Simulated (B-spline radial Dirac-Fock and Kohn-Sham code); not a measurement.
Spin-orbit splitting of the 3p hole in neutral atoms, Ar to Zn. The computed values come from a radial finite-basis atomic code: multi-electron Dirac-Fock with separately optimised hole states, Breit and Lamb-shift corrections added in first order.

```
 Z  element  3p1/2 (eV)  3p3/2 (eV)  splitting (eV)
18       Ar       14.87       14.69          0.1777
19        K       23.97       23.70          0.2670
20       Ca       34.00       33.62          0.3818
21       Sc       39.77       39.27          0.4992
22       Ti       45.59       44.95          0.6400
23        V       51.56       50.75          0.8075
24       Cr       52.51       51.54          0.9699
25       Mn       64.11       62.88           1.235
26       Fe       70.75       69.25           1.503
27       Co       77.66       75.85           1.811
28       Ni       84.84       82.67           2.163
29       Cu       85.64       83.12           2.513
30       Zn       100.1       97.05           3.020
```

Problem. How does the splitting scale with Z?

Solution. A power law fitted over this range goes as Z^5.37. A fit of the fourth root gives (Z − 5.7)⁴, with a largest misfit of 12.5 %.
